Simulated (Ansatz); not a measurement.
A nudged elastic band was laid between two geometries of CH$_{8}$AsNSi (12 atoms, charge 0, multiplicity 1).

All numbers below come from Ansatz 0.2.0, RKS PBE-D4/def2-SVP.

```json
{
 "movable images": "7",
 "climbing image": "yes",
 "spring": "5.0 eV/Å²",
 "optimiser": "quadratic models (default)",
 "start path": "through a guess of the saddle point",
 "force threshold": "0.05 eV/Å",
 "iteration limit": "60",
 "end points": "relaxed"
}
```

Image 0:

```xyz
12
Properties=species:S:1:pos:R:3
C -1.575 1.246 -0.043
As -1.438 -0.701 0.315
N 0.346 -0.751 0.906
Si 1.752 -0.624 -0.127
H -2.489 1.440 -0.640
H -1.660 1.774 0.926
H -0.690 1.624 -0.590
H -1.157 -1.060 -1.169
H 0.439 -1.307 1.760
H 2.979 -0.529 0.742
H 1.944 -1.785 -1.079
H 1.626 0.618 -0.966
```

Image 8:

```xyz
12
Properties=species:S:1:pos:R:3
C -1.661 1.100 -0.242
As -1.366 -0.682 0.579
N 0.446 -0.485 1.036
Si 1.784 -0.533 -0.090
H -2.619 1.086 -0.800
H -1.728 1.851 0.568
H -0.839 1.376 -0.930
H -1.144 -1.389 -0.785
H 0.625 -0.800 1.993
H 2.000 -1.874 -0.757
H 1.533 0.468 -1.186
H 3.046 -0.172 0.649
```

(1) What changes between the two ends?

(2) What energy profile does the band end with?

(3) What is the geometry of the highest image?

Results:

(1) No bond is made or broken. The dihedral As2–N3–Si4–H10 goes from 173 to -66°. The two ends are copies of one structure, up to a mirror image or an exchange of like atoms.

(2) The forces met the threshold. The highest image is number 6 of 0 to 8, 0.022 eV above the ends, which have the same energy within 2 meV. A vibrational analysis at the climbing image gives one clearly imaginary mode, 86i cm⁻¹: a first-order saddle point.

| image | path coordinate (Å) | energy (eV) | dihedral As2–N3–Si4–H10 (°) |
| --- | --- | --- | --- |
| 0 | 0.00 | 0.000 | 173 |
| 1 | 0.55 | 0.003 | -177 |
| 2 | 1.10 | 0.006 | -171 |
| 3 | 1.65 | 0.004 | -164 |
| 4 | 2.20 | 0.007 | -152 |
| 5 | 2.75 | 0.017 | -134 |
| 6 | 3.30 | 0.022 | -115 |
| 7 | 4.08 | 0.011 | -88 |
| 8 | 4.87 | 0.000 | -66 |

(3) 
```xyz
12
Properties=species:S:1:pos:R:3
C -1.601 1.130 -0.184
As -1.400 -0.665 0.642
N 0.441 -0.650 0.982
Si 1.774 -0.538 -0.142
H -2.609 1.207 -0.640
H -1.509 1.896 0.611
H -0.835 1.312 -0.961
H -1.335 -1.391 -0.724
H 0.642 -0.856 1.963
H 2.626 -1.785 -0.169
H 1.178 -0.328 -1.506
H 2.705 0.613 0.162
```

Run time: 6.3 min on 2 threads of Arm Neoverse V1 (shared host), peak memory 0.17 GiB.
